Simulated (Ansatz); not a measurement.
Cost and result for the atomization energy of `N[Si@@H]1S[C@@H]1F` (9 atoms, 9 bonds).

```xyz
9

N     1.1868   -0.2774   -1.0859
Si    0.2978   -0.4872    0.3381
S    -1.7516   -0.9403    0.3870
C    -1.0287    0.7337    0.7243
F    -1.3281    1.6784   -0.2284
H     1.9750   -0.8652   -1.2987
H     0.7724    0.1294   -1.9086
H     1.1718   -1.0860    1.3660
H    -1.2954    1.1146    1.7061
```

The species carries charge 0 and has multiplicity 1. Geometry: relaxed with PBE0-D4/def2-TZVP. It is one conformer, not always the lowest. Program: Ansatz. All runs use 4 threads of an Intel Xeon Platinum 8488C on a shared host. Times are those of one run each, without the atoms' runs, and a repeat can differ threefold. Electronic energies, without spin–orbit coupling; frozen cores. CCSD(T)/CBS adds CCSD(T) − MP2 in def2-TZVPP to the MP2 limit, and its time is that of the two runs behind it. T1 = 0.013. B3LYP takes the VWN-RPA correlation (the form of Gaussian; ORCA's B3LYP/G).

CCSD(T)/CBS is a level of theory with its own doubt, some kJ/mol a heavy atom from the limit and from the frozen cores, so smaller differences don't rank the functionals.

```tsv
level	functions	wall time	atomization (kcal/mol)	difference from CCSD(T)/CBS	per bond
PBE-D4/def2-TZVPP (with forces)	233	1.5 s	783.6	23.5	2.6
PBE0-D4/def2-TZVPP	233	1.8 s	762.8	2.7	0.3
r2SCAN-D4/def2-TZVPP (with forces)	233	2.5 s	763.4	3.3	0.4
B3LYP-D4/def2-TZVPP (with forces)	233	2.7 s	758.4	-1.7	-0.2
B2PLYP/def2-TZVPP	233	3.1 s	749.0	-11.1	-1.2
ωB97X-V/def2-TZVPP	233	4.1 s	766.4	6.3	0.7
ωB97M-V/def2-TZVPP (with forces)	233	6 s	765.7	5.6	0.6
MP2/def2-QZVPP	431	12 s	768.1	8.0	0.9
CCSD(T)/def2-TZVPP	233	54 s	732.3	-27.8	-3.1
CCSD(T)/CBS(def2)	–	66 s	760.1	0.0	0.0
```

The D4 term adds +8.3 kcal/mol with B3LYP and +4.3 kcal/mol with PBE0; it sums over pairs of atoms, weighted by their polarisabilities, and B3LYP, whose exchange is more repulsive, gets the larger term. From PBE to PBE0 (25 % exact exchange), in def2-TZVPP and without D4, the atomization energy moves by −20.1 kcal/mol: exact exchange takes away binding that semilocal exchange gives to molecules. In def2-TZVPP, CCSD(T) changes the Hartree–Fock value by +221.0 kcal/mol (the triples alone add +15.8 kcal/mol) and MP2 by +240.2 kcal/mol; breaking electron pairs costs correlation energy, which Hartree–Fock lacks.
